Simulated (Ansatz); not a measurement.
# Swapping F for I on Zr: the HOMO–LUMO gap

On one Zr centre, n of the F ligands are replaced by I. The HOMO–LUMO gap y in eV at wB97X-V/def2-TZVPP. Shapes, held fixed at every level: PBE0-D4/def2-TZVP. Programs: Ansatz 0.2.0.

```
molecule  n  y (eV)
    ZrF4  0   15.51
   ZrIF3  1   10.79
  ZrI2F2  2       ?
    ZrI4  4    8.94
```

Problem. Fit y = c + s·n to the known rows and predict ZrI2F2.

Solution. 
1. Means of the 3 rows: n = 1.66667, y = 11.747.
2. Σ(Δn)² = 8.6667, Σ(Δn·Δy) = -12.183, so the slope is -12.183/8.6667 = -1.4057.
3. Intercept: 11.747 − (-1.4057) × 1.66667 = 14.090. The largest residual of the fit is 1.89.
4. ZrI2F2: 14.090 + (-1.4057) × 2 = 11.28 eV.

The run gave 9.64 eV, so the prediction is off by +1.64 eV, within the scatter of the fit. The step per swap changes from -4.72 to -0.35 eV along the series, so a line misses the bend. Other levels give for ZrI2F2: SPW92/def2-TZVPP 3.65; PBE-D4/def2-TZVPP 3.70; PBE0-D4/def2-TZVPP 5.49 eV. Orbital gaps aren't excitation energies, and the LUMO depends on the basis. For atoms past krypton def2 sets carry core potentials with scalar relativity.
